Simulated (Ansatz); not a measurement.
System: sum formula AlO2FH2 (charge 0, singlet). SMILES: [OH][Al]([OH])[F]
Coordinates optimised at B3LYP-D3(BJ)/def2-TZVP (Ansatz, an electronic-structure program):
```xyz
6

O      1.5620    -0.5789     0.2039
Al    -0.0017     0.0185    -0.0024
O     -1.4285    -0.8808    -0.0113
F     -0.1500     1.6403    -0.2164
H      1.7945    -1.4974     0.3376
H     -1.4904    -1.8289     0.1012
```

Atomisation energy built up term by term with Ansatz (kcal/mol; UHF references for open shells; valence terms freeze the core; atomic spin-orbit terms are left out). CBS marks a two-point X^-3 extrapolation of the correlation energy; Hartree-Fock from the larger set (for Q and 5 zeta extrapolated as (X+1)exp(-9√X)).

```tsv
term	basis	kcal/mol
Hartree-Fock	CBS(cc-pV(Q+d)Z,cc-pV(5+d)Z)	…
CCSD correlation	CBS(cc-pV(Q+d)Z,cc-pV(5+d)Z)	…
(T)	CBS(cc-pV(Q+d)Z,cc-pV(5+d)Z)	11.41
core correlation	cc-pwCVTZ	0.15
scalar relativity (X2C)	cc-pVTZ-DK against cc-pVTZ	-1.42
sum: De		…
```

Question: Complete the blanks.

Answer: 
- Hartree-Fock, kcal/mol: 415.70
- CCSD correlation, kcal/mol: 164.04
- sum: De, kcal/mol: 589.9
